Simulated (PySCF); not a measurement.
A survey of 17O NMR shifts

[PySCF 2.14.0 with density-fitted response routines: GFN2-xTB structure; PBE0/pcSseg-1 with gauge-including orbitals; non-relativistic; a single conformation; averaged over atoms made equivalent by symmetry, fast rotation or ring inversion; no solvent model]

Shieldings were converted by a linear fit to measured shifts: 17O: δ = 266.70 − 0.911σ (rms 10.7 ppm, 155 shifts, 12.2 ppm with the 3 outliers that the fit left out vs liquid water, solution or neat liquid). Occasional misses reach two or three times the rms, and more in compound classes unlike the fitted ones.

(1) Give the 17O shifts of `C[C@@H]1C[C@@H](C)S(=O)(=O)O1`, `C[C@@H]1O[S@](=O)O[C@@]1(C)F`, `O=S(=O)(CF)OC1CC1`, `C#C[Si@]1(C)C[C@H](O[SiH3])C1`, `CO/C(F)=C/S(C)(=O)=O`, `C[C@]1(F)CCS(=O)(=O)O1`.

(2) Match the shifts 107.8, 58.8, -2.6 ppm to `C#C[Si@@H](OC1CC1)[SiH2]C`, `C=C(C)[C@@]1([SiH3])C=CO[SiH2]1`, `C1=COC=CC1`.

Answers

(1) 
```
                                                           compound                                      environment  δ (ppm)
[CH3:1][C@@H:2]1[CH2:3][C@@H:4]([CH3:5])[S:6](=[O:7])(=[O:8])[O:9]1                                   O7: S=O oxygen    200.1
[CH3:1][C@@H:2]1[CH2:3][C@@H:4]([CH3:5])[S:6](=[O:7])(=[O:8])[O:9]1                                   O8: S=O oxygen    172.6
[CH3:1][C@@H:2]1[CH2:3][C@@H:4]([CH3:5])[S:6](=[O:7])(=[O:8])[O:9]1  O9: oxygen bonded to C, S, in a 5-membered ring    151.5
     [CH3:1][C@@H:2]1[O:3][S@:4](=[O:5])[O:6][C@@:7]1([CH3:8])[F:9]                                   O5: S=O oxygen    254.1
     [CH3:1][C@@H:2]1[O:3][S@:4](=[O:5])[O:6][C@@:7]1([CH3:8])[F:9]  O6: oxygen bonded to C, S, in a 5-membered ring    195.3
     [CH3:1][C@@H:2]1[O:3][S@:4](=[O:5])[O:6][C@@:7]1([CH3:8])[F:9]  O3: oxygen bonded to C, S, in a 5-membered ring    149.9
       [O:1]=[S:2](=[O:3])([CH2:4][F:5])[O:6][CH:7]1[CH2:8][CH2:9]1                            O1/3: S=O oxygen (×2)    159.5
       [O:1]=[S:2](=[O:3])([CH2:4][F:5])[O:6][CH:7]1[CH2:8][CH2:9]1                        O6: oxygen bonded to C, S    131.6
                                      C#C[Si@]1(C)C[C@H](O[SiH3])C1                           oxygen bonded to C, Si     19.1
      [CH3:1][O:2]/[C:3]([F:4])=[CH:5]/[S:6]([CH3:7])(=[O:8])=[O:9]                            O8/9: S=O oxygen (×2)    172.3
      [CH3:1][O:2]/[C:3]([F:4])=[CH:5]/[S:6]([CH3:7])(=[O:8])=[O:9]                                 O2: ether oxygen     64.4
     [CH3:1][C@:2]1([F:3])[CH2:4][CH2:5][S:6](=[O:7])(=[O:8])[O:9]1                                   O7: S=O oxygen    189.9
     [CH3:1][C@:2]1([F:3])[CH2:4][CH2:5][S:6](=[O:7])(=[O:8])[O:9]1  O9: oxygen bonded to C, S, in a 5-membered ring    187.0
     [CH3:1][C@:2]1([F:3])[CH2:4][CH2:5][S:6](=[O:7])(=[O:8])[O:9]1                                   O8: S=O oxygen    185.9
```

(2) 107.8: C1=COC=CC1 (ether oxygen); 58.8: C=C(C)[C@@]1([SiH3])C=CO[SiH2]1 (oxygen bonded to C, Si, in a 5-membered ring); -2.6: C#C[Si@@H](OC1CC1)[SiH2]C (oxygen bonded to C, Si).
